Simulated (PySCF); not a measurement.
## Computed structure and properties of [Dy(H2O)3]2+

System: [Dy(H2O)3]2+ (singlet in the valence; each metal's 4f electrons, 10 of them, lie in its core potential, out of spins and levels); start: displaced along the imaginary mode (D3). Method: PySCF 2.14.0, RKS PBE0, Dy lcecp-0-SVP with ECP56, O def2-SVP, H def2-SVP; non-relativistic Hamiltonian with scalar-relativistic core potentials where named; density fitting; no spin-orbit coupling.

Input of the relaxation:

```python
mol = gto.M(atom='''
Dy     0.00000     0.00000     0.00000
O      2.45309    -0.00003     0.00000
H      3.05527    -0.25004     0.76402
H      3.05528     0.24996    -0.76402
O     -1.22652     2.12445    -0.00000
H     -1.31109     2.77096     0.76402
H     -1.74411     2.52097    -0.76402
O     -1.22657    -2.12442    -0.00000
H     -1.74417    -2.52092     0.76402
H     -1.31117    -2.77093    -0.76402''',
    basis={'Dy': 'lcecp-0-SVP', 'O': 'def2-SVP', 'H': 'def2-SVP'},
    ecp={'Dy': 'lcecp-0-SVP'},
    charge=2, spin=0)
mf = dft.RKS(mol, xc='PBE0')
mf.grids.atom_grid = (50, 194)  # f atoms: unpruned, at least (60, 302)
mf = mf.density_fit()  # fitting sets: Dy AutoAux, O def2-universal-JKFIT, H def2-universal-JKFIT
mf.conv_tol = 1e-08; mf.max_cycle = 55
mf.kernel(dm0)  # dm0: converged density of the start geometry
# quasi-Newton relaxation in Cartesian coordinates to a largest gradient under 0.00045 Eh/bohr, steps kept in the point group
```

Run from Python with OMP_NUM_THREADS=2; the lines above give its settings. Where DIIS fails, smearing, a level shift and second-order steps follow.
It took 79 s on 2 threads of Arm Neoverse V1, with other jobs on the host, from the converged density of the start.

Course of the relaxation:

```
step  energy above end (eV)  largest force component within the symmetry (eV/Å)
   0                 0.1920                                               1.299
   1                 0.0279                                               0.274
   2                 0.0231                                               0.033
   3                 0.0220                                               0.049
   4                 0.0196                                               0.128
   5                 0.0178                                               0.186
   6                 0.0136                                               0.072
   7                 0.0109                                               0.169
  14                 0.0007                                               0.024
  15                 0.0004                                               0.027
  16                 0.0001                                               0.017
  17                 0.0003                                               0.054
  18                 0.0000                                               0.009
  19                 0.0000                                               0.004
```
(The steps between are left out.)

Relaxed geometry (D3):

```xyz
10

Dy    0.0000    0.0000    0.0000
O     2.4480    0.0000    0.0000
H     3.0494   -0.6052    0.4676
H     3.0494    0.6051   -0.4676
O    -1.2240    2.1200    0.0000
H    -1.0006    2.9434    0.4676
H    -2.0487    2.3383   -0.4676
O    -1.2240   -2.1200    0.0000
H    -2.0488   -2.3383    0.4676
H    -1.0007   -2.9434   -0.4676
```

```tsv
contact	Å
Dy1–O2 (H2O)	2.448
Dy1–O5 (H2O)	2.448
Dy1–O8 (H2O)	2.448
```

On the finer grid (75, 302):

```
HOMO                                                          : not given (4f levels lie in the core)
LUMO                                                          : not given (4f levels lie in the core)
Dipole about the centre of mass                               : 0.00 D
Set of Mulliken populations of Dy1 outside the core potential : s 2.11, p 6.12, d 0.35, f 0.01
D3(BJ) dispersion energy (not in the energies)                : -0.119 eV
```

```tsv
atom	Mulliken (e)	Löwdin (e)	spin (e)
Dy1	1.41	1.21	0.00
O2	-0.34	-0.05	0.00
H3	0.27	0.16	0.00
H4	0.27	0.16	0.00
O5	-0.34	-0.05	0.00
H6	0.27	0.16	0.00
H7	0.27	0.16	0.00
O8	-0.34	-0.05	0.00
H9	0.27	0.16	0.00
H10	0.27	0.16	0.00
```

The 4f levels lie in the core potential and are missing. Their spin isn't counted.

On the grid (50, 194), as all that follows. Harmonic modes: a minimum within the noise of the softest modes; lowest -20 cm⁻¹ (negative: unstable), highest 3828 cm⁻¹, zero-point energy 1.985 eV.

Taking off one H2O (charge 0, singlet; the rest: singlet) in vacuum, both parts rigid, costs 2.04 eV; the small basis without counterpoise inflates it. Parting with an electron moved from the ligand to the metal can be far cheaper, even downhill.

Rigid scan of H2O along the line from its metal:

distance to O2 (Å), energy (eV) and a bar:
```
     2.15      0.385 ##############################
     2.25      0.145 ###########
     2.35      0.031 ##
     2.45      0.000 
     2.55      0.024 ##
     2.65      0.081 ######
     2.85      0.248 ###################
```

One start shape was tried, so this needn't be the lowest isomer.

An lcecp potential fixes the number of 4f electrons, so in runs with it no electron can move into or out of that shell; real Dy(II) is rare or takes another configuration.
